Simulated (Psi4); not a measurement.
BeCl$_{2}$ (SMILES [Cl][Be][Cl]), singlet, at a GFN2-xTB geometry (such geometries of metal compounds can be far from the true shape). Base run: Psi4 with SVWN/STO-3G.

Here is a job for Psi4.
```
memory 2 GB

molecule {
0 1
Be    0.00000000    0.00000000    0.00000000
Cl    0.00000000    0.00000000    1.76296633
Cl   -0.00000000   -0.00000000   -1.76296633
}

set {
  basis sto-3g
}

energy('svwn')
print_variables()
```

Variants of this job, named by their change:

```csv
change,ΔE vs base (µEh),SCF cycles,grid points,basis functions,outcome
base,0.0,5,61730,23,converged
dft_spherical_points = 194,52.7,5,40090,23,converged
dft_nuclear_scheme = stratmann,6.0,5,58390,23,converged
dft_radial_points = 150,0.0,5,123210,23,converged
dft_radial_scheme = mura,0.7,5,63212,23,converged
e_convergence = 1e-8,0.0,6,61730,23,converged
damping_percentage = 50,11.2,38,61730,23,converged
guess = modhuckel,0.0,6,61730,23,converged
dft_spherical_points = 434,3.2,5,88662,23,converged
scf_type = dfdirj+cosx,0.0,6,61730,23,converged
df_basis_scf = cc-pvtz-jkfit,-,-,-,23,input refused
basis_guess = true,0.0,5,61730,23,converged
d_convergence = 1e-4,0.0,5,61730,23,converged
```

- df_basis_scf = cc-pvtz-jkfit: ended with `psi4.driver.qcdb.exceptions.BasisSetNotFound: BasisSet::construct: Unable to find a basis set for atom 1 for key JKFIT among:`
